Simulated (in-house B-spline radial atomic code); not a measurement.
How numerical settings move a run on Hg²⁺, [Xe] 4f14 5d10. Computed with an all-electron radial atomic-structure program (B-spline basis): Dirac-Kohn-Sham LDA VWN5, spherical fractional occupations, Fermi nucleus of rms radius 5.4648 fm.

Command:
```bash
python run_scf.py task.json out
```
Settings of the sound reference run:
```
Z                80
electrons        78
configuration    [Xe] 4f14 5d10
hamiltonian      dirac
method           lda,vwn
spin_polarised   False
nucleus          fermi
rms_radius       5.4648
mass_number      202
atomic_mass      201.9706
speed_of_light   137.036
knot_spacing     0.22
spline_order     8
gauss_points     12
box_radius       22.22
max_iterations   70
damping          0.5
damped_steps     3
diis_vectors     10
tolerance        1e-08
start            Thomas-Fermi
```

Cost of the run: 1.7 s on 1 thread of Arm Neoverse V1 (shared host).

It converges in 10 iterations to -19645.500943 hartree, with 5d5/2 at -28.3161 eV. The other runs change the listed settings, some to values that make no sense; their results aren't properties of the atom or ion. Radii are in bohr (the nuclear one in fm), a minus after a letter asks for a j subshell, and «unchanged» means within 1e-8 hartree. The run stops when the residual is below 10 × tolerance × max(1, Z/10), or a noise floor if that is larger, and the energy moves by less than 1e-8 × √|E| hartree; so very loose and very tight tolerances often act alike.

```tsv
changed settings	outcome
spline_order = 6	converged in 10 iterations, energy +2.76e-05 hartree from the reference, 5d5/2 level -9.8e-07 eV
electrons = 79, configuration = [Xe] 4f14 5d10 6p-1, max_iterations = 60	converged in 10 iterations to -19645.9737 hartree, a different physical problem
spline_order = 6, max_iterations = 75, damped_steps = 30	converged in 17 iterations, energy +2.76e-05 hartree from the reference, 5d5/2 level +5.4e-06 eV
spline_order = 5	converged in 10 iterations, energy +5.53e-04 hartree from the reference, 5d5/2 level -9.0e-06 eV
spline_order = 4	converged in 10 iterations, energy +1.54e-02 hartree from the reference, 5d5/2 level -2.5e-04 eV
knot_spacing = 0.4, max_iterations = 60, tolerance = 0.01	converged in 8 iterations, energy +1.35e-02 hartree from the reference, 5d5/2 level -2.0e-03 eV
diis_vectors = 20	converged in 10 iterations, energy unchanged
first_knot = 1.25e-06, max_iterations = 50, damping = 0.95, tolerance = 1e-06	converged in 9 iterations, energy +2.15e-07 hartree from the reference, 5d5/2 level -8.5e-04 eV
diis_vectors = 1	not converged after 70 iterations, last residual 5.8e+00, last energy +1.17e+03 hartree from the reference
electrons = 79, configuration = [Xe] 4f14 5d10 6s-1, max_iterations = 100	stopped with error: j subshells need the Dirac Hamiltonian and l > 0
diis_vectors = 2	converged in 11 iterations, energy unchanged, 5d5/2 level -1.9e-05 eV
spline_order = 7	converged in 10 iterations, energy +8.47e-07 hartree from the reference
method = hf, speed_of_light = 88.01822	converged in 11 iterations to -22964.0149 hartree, a different physical problem
```

(1) What happens with spline_order = 10?

(2) What happens with spline_order = 7, max_iterations = 60, diis_vectors = 0, tolerance = 1e-05, start = bare nucleus?

(3) What happens with start = bare nucleus?

(4) What happens with spline_order = 3?

## Answers

(1) Converged in 10 iterations, energy +9.20e-08 hartree from the reference.

(2) Converged in 14 iterations, energy +1.17e-06 hartree from the reference, 5d5/2 level +2.2e-03 eV.

(3) Converged in 12 iterations, energy unchanged, 5d5/2 level +2.2e-05 eV.

(4) Converged in 10 iterations, energy +7.43e-01 hartree from the reference, 5d5/2 level -9.7e-03 eV.
